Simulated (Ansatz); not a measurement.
Frontier orbitals of C2H7AlS2, SMILES `C[CH2][Al]([SH])[SH]`.

Cartesian coordinates in Å:
```
C 0.2499 -1.5236 -0.5919
C -0.5578 -0.2274 -0.5808
Al 0.0607 1.1542 0.6554
S -0.9262 3.0953 0.8475
S 1.7938 0.8881 1.9592
H -0.1530 -2.2483 -1.3050
H 1.2932 -1.3476 -0.8680
H 0.2532 -2.0064 0.3892
H -0.5795 0.2178 -1.5833
H -1.6081 -0.4339 -0.3399
H -1.8479 2.7866 -0.0815
H 2.0218 -0.3547 1.4990
```

The species carries charge 0 and has multiplicity 1. Geometry: relaxed with PBE0-D4/def2-TZVP. It is one conformer, not always the lowest. Basis def2-TZVPP, Ansatz.

Orbital energies of one run (eV). Highest occupied ones, from the top: -7.17, -7.67, -7.71, -8.45, -9.76, -9.83, -10.60, -10.80, -11.76, -11.95, -12.32, -16.93, -19.48, -19.74. Empty: -0.71, -0.44, -0.06, 0.51, 1.09, 1.55.

Problem. Which functional gave them?
A. BHLYP
B. ωB97M-V
C. r2SCAN0
D. B3LYP

Solution. D. HOMO energies: B3LYP -7.17, r2SCAN0 -7.63, BHLYP -8.47, ωB97M-V -9.60 eV.

B3LYP here is the variant with VWN-RPA as its local correlation; programs differ in this.
